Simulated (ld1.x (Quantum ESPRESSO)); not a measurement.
Building the TM potential for Bi (PBEsol, fully relativistic).

ld1.x (Quantum ESPRESSO) 7.5 input, shortened:

```
&input
   title='Bi', zed=83., rel=2, dft='PBESOL', iswitch=3,
   config='[Xe] 4f14 5d10 6s2 6p2', rel_dist='average'
 /
 &inputp
   pseudotype=2, tm=.true., lloc=0,
   nlcc=.true., new_core_ps=.true., rcore=1.20
 /
3
6P  2  1   2.00   0.00  2.40  2.40  0.0
5D  3  2  10.00   0.00  1.25  1.25  0.0
6S  1  0   2.00   0.00  1.85  1.85  0.0
 &test
   configts(1)='5d10 6s2 6p2'
 /
```

Open shells are filled in proportion to 2j + 1 (rel_dist='average').

All-electron outer shells of the reference configuration (PBEsol, scalar-relativistic, ld1.x):

| shell | level (eV) | outermost node (bohr) | outermost maximum (bohr) |
| --- | --- | --- | --- |
| 5p | -103.99 | 0.48 | 0.86 |
| 5d | -35.19 | 0.51 | 1.03 |
| 6s | -22.19 | 0.98 | 1.86 |
| 6p | -11.48 | 1.14 | 2.35 |

(1) Estimate the cutoffs (Ry, on a coarse ladder) from which the occupation-weighted sum of valence levels, in a spherical-Bessel basis at the reference potential, stays within 10 and 1 mRy of its value at 400 Ry.

(2) Does the potential have ghost states?

(3) Which valence shell sets the plane-wave cutoff?

(4) Tests: 5d10 6s2 6p3; 5d10 6s2 6p1; 5d10 6s2 6p0; 5d9 6s2 6p3; 5d10 6s1 6p0; 5d10 6s2 6p2.5; 5d10 6s2 6p3.3. Which has the largest error in its energy relative to the reference configuration, and how large is it?

Results:

(1) 90 Ry and 110 Ry.

(2) No extra level below or beside the all-electron valence levels (p1/2, p3/2, d3/2, d5/2, s, f tested).

(3) 5d: its level needs 90 Ry to come within 1 mRy, against 35 Ry for 6s.

(4) 5d9 6s2 6p3, with -227 meV (all-electron minus pseudo) on +25.07 eV.
